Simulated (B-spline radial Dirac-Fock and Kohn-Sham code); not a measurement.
# Isotope-shift constants of the inner levels of Al³⁺

System: Al³⁺, [He] 2s2 2p6.

Method: first-order field-shift and mass-shift constants from Dirac-Fock ground and hole states with a Fermi nucleus; the mass shift has no relativistic recoil terms. Computed with a radial finite-basis atomic code. A binding energy shifts by δE = F·δ⟨r²⟩ + (K_N + K_S)·δ(1/M); F is taken for a change of radius at fixed skin thickness and so holds the higher radial moments.

```
     level  F (meV/fm²)  K_N (meV u)  K_S (meV u)
    K (1s)      -0.1704       -882.7        196.2
   L1 (2s)     -0.01180       -90.72       -28.74
L2 (2p1/2)     0.001810       -65.21        51.31
L3 (2p3/2)     0.001808       -64.96        50.59
```
